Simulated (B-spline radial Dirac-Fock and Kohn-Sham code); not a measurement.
## The Ti-like isoelectronic sequence (22 electrons), Z = 58 to 68

The computed values come from a radial B-spline solver: ΔSCF Dirac-Fock with Breit, self-energy and vacuum polarisation, finite nucleus, configuration average. Binding energies in eV, tabulated ground configurations ([Ar] 3d4 throughout). Correlation energy is missing from these numbers.

```csv
ion,1s,2p1/2,2p3/2,3s,outermost level,NIST ionisation energy
Ce³⁶⁺,42279.5,7958.5,7511.4,2974.6,2485.7 (3d),2500 ± 5
Pr³⁷⁺,43912.3,8318.6,7835.8,3119.9,2611.8 (3d),2628 ± 4
Nd³⁸⁺,?,?,?,?,?,?
Pm³⁹⁺,47285.7,9066.6,8505.7,3422.0,2873.2 (3d),2892 ± 4
Sm⁴⁰⁺,49027.0,9454.8,8851.1,3578.8,3008.6 (3d),3028 ± 4
Eu⁴¹⁺,50805.5,9852.6,9203.6,3739.6,3147.1 (3d),3168 ± 4
Gd⁴²⁺,52621.5,10260.1,9563.1,3904.3,3288.6 (3d),3312 ± 4
Tb⁴³⁺,54476.0,10677.4,9929.7,4073.0,3433.3 (3d),3458 ± 4
Dy⁴⁴⁺,56368.0,11104.8,10303.4,4245.8,3581.1 (3d),3607 ± 4
Ho⁴⁵⁺,58299.6,11542.3,10684.2,4422.7,3731.9 (3d),3760 ± 4
Er⁴⁶⁺,60270.3,11990.2,11072.0,4603.7,3885.9 (3d),3916 ± 4
```

**Question.** Fill in the row of Nd³⁸⁺.

**Answer.** 1s 45580.9, 2p1/2 8688.0, 2p3/2 8167.2, 3s 3269.1, outermost 2741.0 (3d), NIST 2758 ± 4 eV.

NIST's values are for the lowest levels; a dash marks a value that is missing or belongs to another shell. Their kind here: theoretical. Where a p, d or f shell is open in either ion the computed value averages over both j values and all terms, while the table refers to the lowest levels; that difference holds spin-orbit splitting (largest in heavy or highly charged ions), term energies where several electrons share open shells, and correlation, and it can reach 10 % or more.
